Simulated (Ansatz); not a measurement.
`C[B](Cl)[GeH3]` and `CBCl` differ in one atom or group.

Ansatz, PBE0-D4/def2-TZVP geometries, multiplicity 1. 

Scalar relativity is left out up to krypton.

```json
{"property": "HOMO–LUMO gap (PBE0/def2-TZVPP) / eV", "`C[B](Cl)[GeH3]`": "6.08"}
{"property": "ideal-gas entropy at 298 K and 1 bar (rigid rotor, harmonic PBE0-D4/def2-TZVP) / J/(mol·K)", "`C[B](Cl)[GeH3]`": "372"}
{"property": "HOMO–LUMO gap (B3LYP/def2-TZVPP) / eV", "`C[B](Cl)[GeH3]`": "5.71"}
{"property": "HOMO energy (PBE0/def2-TZVPP) / eV", "`C[B](Cl)[GeH3]`": "-7.77"}
{"property": "LUMO energy (ωB97M-V/def2-TZVPP) / eV", "`C[B](Cl)[GeH3]`": "0.34"}
{"property": "size of the dipole moment (B3LYP/def2-TZVPP) / D", "`C[B](Cl)[GeH3]`": "1.35"}
```

Q: What does the change do to each property? (An estimate is asked.)

A: The calculation gave: 
| property | `CBCl` | shift |
| --- | --- | --- |
| HOMO–LUMO gap (PBE0/def2-TZVPP) / eV | 7.25 | 1.17 |
| ideal-gas entropy at 298 K and 1 bar (rigid rotor, harmonic PBE0-D4/def2-TZVP) / J/(mol·K) | 287 | -85 |
| HOMO–LUMO gap (B3LYP/def2-TZVPP) / eV | 6.81 | 1.10 |
| HOMO energy (PBE0/def2-TZVPP) / eV | -8.43 | -0.66 |
| LUMO energy (ωB97M-V/def2-TZVPP) / eV | 0.85 | 0.51 |
| size of the dipole moment (B3LYP/def2-TZVPP) / D | 1.31 | -0.04 |

With PBE0 the HOMO falls by 0.66 eV and the LUMO rises by 0.51 eV, so the gap widens by about 1.17 eV. PBE moves the HOMO by -0.49 eV and ωB97M-V by -0.81 eV. The zero-point energy changes by -38.4 kJ/mol with -9 modes. Dipoles are sizes alone; their direction can turn. Modes under 60 cm⁻¹, often nearly free rotors, make the harmonic entropy too high.

B3LYP here is the variant with VWN-RPA as its local correlation; programs differ in this.
